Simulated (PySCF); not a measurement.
[MoF5]+, singlet: data card

Level of theory: PBE0 in PySCF with Mo def2-SVP with ECP28, F def2-SVP; scalar-relativistic core potentials, no spin–orbit coupling; density-fitted integrals.

The structure is a minimum.

Coordinates in bohr (charge 1 multiplicity 1):
```
Mo    0.0000    0.0000    0.0000
F     0.0000    0.0000    3.3785
F     0.0000    0.0000   -3.3785
F     3.3231    0.0000    0.0000
F    -1.6616    2.8779    0.0000
F    -1.6616   -2.8779    0.0000
```

```json
{"Point group": "D3h", "Bond lengths": "Mo–F 1.759 Å (×3), Mo–F 1.788 Å (×2)", "Bond angles": "F–Mo–F 90.0° (×6), F–Mo–F 120.0° (×3), F–Mo–F 180.0°", "Lowest empty level": "-12.43 eV", "Highest occupied level": "-19.70 eV", "Rotational constants": "0.09564, 0.08044, 0.08044 cm⁻¹", "Dipole moment about the centre of mass": "0.00 D", "Principal polarisabilities": "31.1, 31.1, 37.9 bohr³", "Entropy at 298.15 K and 1 bar": "340.4 J/(mol K)", "Rotational symmetry number": "6", "Enthalpy at 298.15 K above 0 K": "20.68 kJ/mol", "Heat capacity Cp at 298.15 K": "98.4 J/(mol K)", "Principal quadrupole moments (Buckingham, traceless) about the centre of mass": "-2.97, 1.48, 1.48 D Å", "Zero-point energy": "33.9 kJ/mol"}
```

Harmonic modes (masses in u: Mo 97.905, F 18.998):
```csv
symmetry,ω (cm⁻¹),"IR (km/mol, summed over degenerate members)",μ (u),type
e',96,8.9,19.23,bend
e',231,43.2,23.63,bend
a2'',287,22.4,22.91,bend
e'',327,0.0,19.00,bend
a1',737,0.0,19.00,stretch
a1',811,0.0,19.00,stretch
a2'',831,269,24.55,stretch
e',850,326,23.42,stretch
```

In D3h the vibrations span 3e' + 2a2'' + e'' + 2a1'. The a1', e'' modes carry no infrared intensity, as symmetry demands.

Charges (e):
```csv
atom,Mulliken,Löwdin,polar tensor,Mayer order to Mo1
Mo1,1.87,0.84,3.50,–
"F2,3",-0.19,0.01,-0.55,1.17
"F4,5,6",-0.16,0.05,-0.47,1.22
```

Mulliken populations on Mo1 (electrons outside its core potential): s 2.17, p 6.45, d 3.34, f 0.18.

Outer orbital energies (eV). occupied: -20.85, -20.85, -20.82, -20.05, -20.05, -19.95, -19.70, -19.70; empty: -12.43, -12.43, -10.73, -10.73.

Formally Mo is in oxidation state +6, d0. The polar-tensor charge on Mo, 3.50, is far below the formal one.

Stability towards spin polarisation was not tested. This need not be the most stable arrangement of these atoms.

The final relaxation and frequency run took 95 s on 2 threads of a shared Arm Neoverse V1 host, with 101 basis functions and 10 gradients; the process peaked at 1.6 GiB. Launch command: `OMP_NUM_THREADS=2 python axn.py task.json out`.
